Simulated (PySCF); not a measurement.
**C₆ coefficients of unlike pairs at PBE0**

Calculated with PySCF 2.14 from the dipole response of each species, C₆(A,B) = (3/π) ∫ α_A(iu) α_B(iu) du, in atomic units, from isotropic polarisabilities. For ions this is the dispersion term alone; charge-induced terms of lower order in 1/R come first.

```tsv
species	configuration	basis	relativity	α (bohr³)	C₆ (like pair)
Ga⁺	[Ar] 3d10 4s2 (1S)	aug-cc-pwCVDZ-PP with ECP10MDF (6s5p4d1f)	core potential	18.34	90.65
Sb	[Kr] 4d10 5s2 5p3 (4S)	dyall-av2z (22s16p12d)	none	45.84	503.7
N³⁺	[He] 2s2 (1S)	aug-cc-pVTZ (5s4p3d2f)	none	2.122	2.103
Sn²⁺	[Kr] 4d10 5s2 (1S)	aug-cc-pVQZ-DK3 (9s8p6d3f2g)	spin-free X2C	15.55	84.95
```

(1) Estimate C₆ for Sb with Ga⁺.

No spin-orbit coupling is included.

The other pairs:

| pair | C₆ |
| --- | --- |
| Sn²⁺, Sb | 201.3 |
| N³⁺, Sb | 30.90 |
| Sn²⁺, Ga⁺ | 86.80 |
| Sn²⁺, N³⁺ | 13.29 |
| N³⁺, Ga⁺ | 13.40 |

## Answers

(1) The integral gives 212.6. The combination rule 2 C_A C_B / (C_A α_B/α_A + C_B α_A/α_B) gives 213.3 and the geometric mean 213.7.
